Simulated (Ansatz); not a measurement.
Rh4⁻, relaxed as a doublet with UKS r2SCAN-D4/def2-SVPD in Ansatz, starting from packed atoms. Force threshold 0.02 eV/Å.

In the def2 sets Rh takes a core potential; there is no spin–orbit coupling. The charge -1 doublet is spin-contaminated (final ⟨S²⟩ up to 2.96, 0.75 for a pure state). The highest occupied level of the charge -1 doublet lies above zero (up to 0.27 eV). It is a level of β spin, whose loss leaves a triplet; that state wasn't run at this geometry and level. The electron is either unbound and held by the finite basis, or the level is raised by self-interaction error. The relaxation made no stability test and no search for a lower SCF solution. At r2SCAN-D4/def2-SVPD a quartet of charge -1 lies 0.09 eV below the doublet, each at its own geometry. Another isomer (doublet) lies 0.25 eV lower at PBE0-D4/def2-TZVPD.

Start:

```csv
atom,x (Å),y (Å),z (Å)
Rh1,-1.025,-0.488,-1.263
Rh2,1.280,-1.964,-0.235
Rh3,-1.415,1.905,0.169
Rh4,1.159,0.547,1.328
```

```json
{"step": "1", "energy (eV)": "-12033.6078", "largest force component (eV/Å)": "1.653", "SCF passes": "280"}
{"step": "2", "energy (eV)": "-12034.7780", "largest force component (eV/Å)": "1.554", "SCF passes": "149"}
{"step": "3", "energy (eV)": "-12035.9583", "largest force component (eV/Å)": "0.863", "SCF passes": "321"}
{"step": "4 (rejected)", "energy (eV)": "-12035.4478", "largest force component (eV/Å)": "3.535", "SCF passes": "218"}
{"step": "5", "energy (eV)": "-12036.0858", "largest force component (eV/Å)": "0.578", "SCF passes": "106"}
{"step": "6", "energy (eV)": "-12036.3037", "largest force component (eV/Å)": "0.918", "SCF passes": "175"}
{"step": "7", "energy (eV)": "-12036.5589", "largest force component (eV/Å)": "0.639", "SCF passes": "154"}
{"step": "8 (rejected)", "energy (eV)": "-12036.4993", "largest force component (eV/Å)": "0.485", "SCF passes": "113"}
{"step": "9", "energy (eV)": "-12036.5949", "largest force component (eV/Å)": "0.137", "SCF passes": "123"}
{"step": "10 (rejected)", "energy (eV)": "-12036.5936", "largest force component (eV/Å)": "0.190", "SCF passes": "87"}
{"step": "11", "energy (eV)": "-12036.5962", "largest force component (eV/Å)": "0.019", "SCF passes": "100"}
{"step": "12", "energy (eV)": "-12036.5963", "largest force component (eV/Å)": "0.003", "SCF passes": "82"}
```

Force components are those of the run's own axes.

End:

Cartesian coordinates in Å:
```
Rh -0.983 -0.519 -1.200
Rh 0.922 -1.363 -0.172
Rh -0.930 1.371 0.157
Rh 0.990 0.511 1.215
```

Bonds formed: Rh2–Rh3 (atoms count from 1).

The force fell under the threshold at step 11, but the optimiser went on. No frequencies were taken in this run, so the end may be a saddle point.

Hardware: 4 threads of Arm Neoverse V1 on a shared host. Wall time 8.6 min.
